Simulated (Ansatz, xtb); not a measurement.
# Relative energy of two structures of GaH4OSi2

We compare a, `O1[SiH2][Ga][SiH2]1`, a doublet, with b, a doublet given by its coordinates. Both are isolated molecules in the gas phase, relaxed with PBE0-D3(BJ)/pcseg-1.

a (Å):

```xyz
8

Ga   -1.5064    1.8215    0.6011
O    -0.0737   -0.7038    0.2746
Si   -0.3298    0.3335   -1.0473
Si   -0.6700   -0.2268    1.7930
H     0.9845    0.7425   -1.6318
H    -1.1035   -0.3815   -2.1086
H     0.4573   -0.1262    2.7705
H    -1.6316   -1.2520    2.3033
```

b (Å):

```xyz
8

Ga    1.2985   -1.8279   -1.2737
O     0.9887   -0.7432    0.1812
Si   -0.5368    2.0875    1.0384
Si    0.7370    0.1836    1.5290
H     0.0911    2.9700    0.0026
H    -0.7243    2.8906    2.2861
H     2.0539    0.5535    2.1545
H    -1.8827    1.6792    0.5323
```

Close contacts (Å): Ga1–O2 1.84, O2–Si4 1.65, Si3–Si4 2.34, Si3–H5 1.50, Si3–H6 1.50, Si3–H8 1.49, Si4–H7 1.50.

Q: Estimate which is lower in electronic energy at CCSD(T)/def2-SVP + ΔMP2/def2-TZVPP, and by roughly how much.

A: The CCSD(T)/def2-SVP + ΔMP2/def2-TZVPP calculation puts structure b lower, by 1.71 kcal/mol.

How the difference moves with the method:

```tsv
level	geometry	E(b) − E(a) (kcal/mol)	departure from the last row (kcal/mol)	job, with rough time for the two
PBE0-D3(BJ)/pcseg-1	PBE0-D3(BJ)/pcseg-1	−3.35	−1.64	optimisation, 2 min
HF/def2-SVP	PBE0-D3(BJ)/pcseg-1	−9.50	−7.79	part of the CCSD(T) run
MP2/def2-SVP	PBE0-D3(BJ)/pcseg-1	−5.16	−3.45	part of the CCSD(T) run
CCSD(T)/def2-SVP	PBE0-D3(BJ)/pcseg-1	−6.41	−4.70	single point
CCSD(T)/def2-SVP + ΔMP2/def2-TZVPP	PBE0-D3(BJ)/pcseg-1	−1.71		single point, 55 s
```

None of the levels shown reverses the order. The largest departure from CCSD(T)/def2-SVP + ΔMP2/def2-TZVPP is that of HF/def2-SVP, 7.79 kcal/mol. Levels run at GFN2-xTB geometries aren't shown. The last row adds to CCSD(T) the change of the MP2 difference between the two basis sets, here +4.70 kcal/mol, a large step that makes the value less sure.

With harmonic frequencies from PBE0-D3(BJ)/pcseg-1 (ideal gas, rigid rotor, one conformer each, 298.15 K, 1 atm): on the last row, ΔE + ΔZPE = −2.68 kcal/mol. A mode under 50 cm⁻¹ makes harmonic enthalpies and free energies unreliable, so none is given.

Open shells are spin-unrestricted. The correlated steps freeze 20 core orbitals; the filled d shell of Ga is correlated, in a basis made for valence electrons. Codes used: Ansatz 0.2.0; the last row on 2 threads of Arm Neoverse V2 on a shared host.
